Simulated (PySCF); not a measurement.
C8H10Si.
Numbering: `[cH:1]1[cH:2][cH:3][c:4]([SiH:5]2[CH2:6][CH2:7]2)[cH:8][cH:9]1`

NICS = −σ at a ghost point: NICS(0) at the centroid of the ring atoms, NICS(1) 1 Å to either side along the normal of their mean plane, zz for the tensor component along that normal. Level: GIAO PBE/pcSseg-1 (PySCF, non-relativistic, gas phase) on the PBE0-D3(BJ)/def2-SVP geometry, one conformer.

Rings: 1. C1–C2–C3–C4–C8–C9; 2. Si5–C6–C7.

| set | NICS(0) | NICS(1), two faces | NICS(1)zz, two faces |
| --- | --- | --- | --- |
| P | -25.4 | -6.5 / -7.5 | -15.8 / -16.6 |
| Q | -7.1 | -10.5 / -10.5 | -26.3 / -26.4 |

Q: Which set (ppm) belongs to which ring?

A: P = 2, Q = 1.
- 1 (6-membered carbocycle; formal bonds all aromatic): mean NICS(1)zz -26.3 ppm, shielded, aromatic by this magnetic criterion (flat ring, no four-coordinate atom).
- 2 (3-membered ring with Si; formal bonds all single): mean NICS(1)zz -16.2 ppm, shielded. Si5, C6, C7 have four or more neighbours; no verdict on aromaticity is drawn.

Q: How do the rings differ in shape?

A: 
```csv
ring,bond lengths (Å),rms pucker (Å),HOMA,nearest outside atom to a NICS(1) probe (Å)
1,"1.393, 1.394, 1.403, 1.404, 1.392, 1.395",0.00,0.97,hydrogen 2.68
2,"1.859, 1.540, 1.861",0.00,–,hydrogen 1.56
```

HOMA = 1 − mean of α(R − Ropt)² over the ring bonds, with Krygowski's 1993 parameters (CC: Ropt 1.388 Å, α 257.7 Å⁻²). A dash marks a ring with a four-coordinate atom, a triple bond, no multiple bond or a kind of bond without parameters.

Conformer computed: `[cH:1]1[cH:2][cH:3][c:4]([SiH:5]2[CH2:6][CH2:7]2)[cH:8][cH:9]1`: C3–C4–Si5–C6 -158°.
